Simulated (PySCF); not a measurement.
Members of one series of related molecules.

All values: B3LYP/def2-SVPD (PySCF) at PBE0-D3(BJ)/def2-SVP geometries, gas phase, one conformer each. Core orbitals are frozen in the response; Δα² is half the sum of the squared differences of the principal polarisabilities. The calculation is non-relativistic, for bromine too. Dipoles and anisotropies that the point group forbids are given as zero.

Question: Rank by mean static polarisability, highest first.
A. `[NH2][Zn][NH2]`
B. `[CH3][Zn][CH3]`
C. `[Br][Zn][Br]`
D. `[F][Zn][F]`
E. `[SiH3][Zn][SiH3]`
F. `[H][Zn][H]`

Answer: E (14.56 Å³), C (10.15 Å³), B (7.86 Å³), A (6.39 Å³), F (4.28 Å³), D (3.00 Å³).

Question: Rank by polarisability anisotropy Δα, lowest first.
A. `[NH2][Zn][NH2]`
B. `[CH3][Zn][CH3]`
C. `[Br][Zn][Br]`
D. `[OH][Zn][OH]`
E. `[H][Zn][H]`
F. `[SiH3][Zn][SiH3]`

Answer: E (1.67 Å³), D (2.24 Å³), A (3.08 Å³), B (4.23 Å³), C (6.73 Å³), F (9.72 Å³).

Question: Rank by dipole moment, lowest first.
A. `[OH][Zn][OH]` (Zn(OH)2)
B. `[SiH3][Zn][SiH3]` (Zn(SiH3)2)
C. `[NH2][Zn][NH2]` (Zn(NH2)2)

Answer: B (0.00 D), C (1.23 D), A (2.65 D).

All values together:

```csv
SMILES,change,formula,μ (D),HOMO (eV),LUMO (eV),α (Å³),Δα (Å³),electrons,α per electron (Å³),ΔSCF removal energy (eV)
[CH3][Zn][CH3],parent,C2H6Zn,0.00,-6.96,-0.13,7.86,4.23,48,0.164,–
[OH][Zn][OH],ligand (both): Me to OH,H2O2Zn,2.65,-8.00,-1.63,4.75,2.24,48,0.099,–
[NH2][Zn][NH2],ligand (both): Me to NH2,H4N2Zn,1.23,-6.60,-0.71,6.39,3.08,48,0.133,–
[SiH3][Zn][SiH3],ligand (both): Me to SiH3,H6Si2Zn,0.00,-6.69,-1.64,14.56,9.72,64,0.228,–
CC[CH2][Zn][CH2]CC,ligand (both): Me to nPr,C6H14Zn,0.00,-6.38,-0.35,15.61,8.62,80,0.195,–
[F][Zn][F],ligand (both): Me to F,ZnF2,0.00,-10.34,-2.39,3.00,1.39,48,0.062,–
[Br][Zn][Br],ligand (both): Me to Br,ZnBr2,0.00,-8.34,-2.24,10.15,6.73,100,0.102,10.59
[H][Zn][H],ligand (both): Me to H,ZnH2,0.00,-7.77,-0.97,4.28,1.67,32,0.134,–
```

Conformers: `CC[CH2][Zn][CH2]CC` (singlet state).

A dash marks a removal energy that wasn't run or isn't settled.

Q: Give the shifts from the parent, `[CH3][Zn][CH3]`.

A: 
```csv
SMILES,change in μ (D),change in HOMO (eV),change in LUMO (eV),change in mean α (Å³)
[OH][Zn][OH],+2.65,-1.04,-1.50,-3.11
[NH2][Zn][NH2],+1.23,+0.36,-0.58,-1.47
[SiH3][Zn][SiH3],0.00,+0.27,-1.51,+6.70
CC[CH2][Zn][CH2]CC,0.00,+0.58,-0.22,+7.75
[F][Zn][F],0.00,-3.38,-2.26,-4.86
[Br][Zn][Br],0.00,-1.38,-2.11,+2.29
[H][Zn][H],0.00,-0.81,-0.84,-3.58
```

Q: How closely does the mean polarisability follow the number of electrons in this set?

A: The correlation coefficient is 0.68; α per electron runs from 0.062 to 0.228 Å³.
